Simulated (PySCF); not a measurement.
## Peak assignment

Mapped SMILES: `[CH3:1][CH:2]([CH3:3])[O:4][SiH2:5][SiH2:6][SiH3:7]` (H(Xn): hydrogen on atom n).

All values are calculated (PySCF): GIAO KT3/pcSseg-1 shieldings, coordinates at the PBE0-D3(BJ)/def2-SVP level. One conformer, no relativistic terms, averaged over atoms made equivalent by symmetry, fast rotation or ring inversion, in vacuum.

Shifts are taken against calculated references (same method and geometry level): TMS for $^{13}$C (σ = 182.31 ppm), $^{1}$H (σ = 31.32 ppm).

Task: Assign these signals to the numbered atoms. $^{13}$C{$^{1}$H} NMR (computed): δ 72.6, 24.9.

Result: 
72.6 → C2, sp3 CH bonded to O: deshielded by the electronegative neighbour
24.9 → C1/C3, methyl carbon: a saturated carbon with 1 carbon neighbour and no heteroatom attached

Task: Assign these signals to the numbered atoms. $^{1}$H NMR (300 MHz, computed): δ 5.23 (t, 2H), 3.75 (sept, 1H), 3.54 (t, 3H), 3.31 (m, 2H), 1.17 (d, 6H).

Result: 
5.23 → H(Si5), hydrogen on a silicon bonded to O, Si
3.75 → H(C2), hydrogen on an sp3 CH bonded to O: its carbon carries O, hence the downfield position
3.54 → H(Si7), hydrogen on a silicon bonded to Si
3.31 → H(Si6), hydrogen on a silicon bonded to 2 Si
1.17 → H(C1)/H(C3), hydrogen on a methyl carbon

Shifts are as computed, not scaled to solution data. Of 1309 compounds with measured shifts, 239 miss one by over three times the rms of a fit or turn the order of signals round; such compounds aren't used in these exercises. Multiplicities follow the n + 1 count of equivalent neighbours, as no J values were calculated; m marks all less simple cases, F and P coupling included.
